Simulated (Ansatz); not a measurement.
`CC[SiH](N)F` → `CC[Si]F` + NH₃ at 500 K and 1 bar (silylene formation by 1,1-elimination).

Calculated with Ansatz (gas phase, PBE0-D4/def2-TZVP geometries, no zero-point term in ΔE). CBS: MP2 limit from def2 TZ/QZ plus the TZ coupled-cluster correction, frozen cores. This one scheme is used for every species. One conformer a species, not always the lowest.

```json
{"species": "`CC[SiH](N)F`", "CCSD(T)/CBS energy (Eh)": "-524.61335", "H − E (kJ/mol)": "323.7", "S (J/(mol·K))": "425.8"}
{"species": "`CC[Si]F`", "CCSD(T)/CBS energy (Eh)": "-468.00242", "H − E (kJ/mol)": "212.7", "S (J/(mol·K))": "373.8"}
{"species": "NH₃", "CCSD(T)/CBS energy (Eh)": "-56.50880", "H − E (kJ/mol)": "108.2", "S (J/(mol·K))": "211.8"}
```

H − E and S are ideal-gas, rigid-rotor, harmonic terms from PBE0-D4/def2-TZVP, for one conformer and one mirror image of each species. 1 Eh = 2625.50 kJ/mol, R = 8.31446 J/(mol·K).

Q: By hand: ΔE, ΔH, ΔS and ΔG.

A: ΔE = (-468.00242) + (-56.50880) − (-524.61335) = 0.10213 Eh = 268.1 kJ/mol. Δ(H − E) = 212.7 + 108.2 − 323.7 = -2.8, so ΔH = 265.3 kJ/mol. ΔS = 373.8 + 211.8 − 425.8 = 159.8 J/(mol·K). ΔG = 265.3 − 500 × (159.8)/1000 = 185.4 kJ/mol.

Q: By hand: the equilibrium constant, and the temperature at which ΔG would vanish if ΔH and ΔS stayed fixed.

A: log₁₀ K = −ΔG/(RT ln 10) = -19.4. ΔG = 0 at ΔH/ΔS = 1660 K.

The number of gas molecules changes by +1, which sets the sign of ΔS. A doubt of 5 kJ/mol in ΔE shifts log₁₀ K by 0.5 here. Other conformers and mirror images would add mixing entropy, several J/(mol·K) or more a flexible species. Modes under 60 cm⁻¹, often nearly free rotors, make the harmonic entropy too high. These are equilibria of isolated gas molecules and say nothing of rates. Largest T1 diagnostic: 0.013 (customary marks: 0.02 for closed shells, 0.045 for open ones).
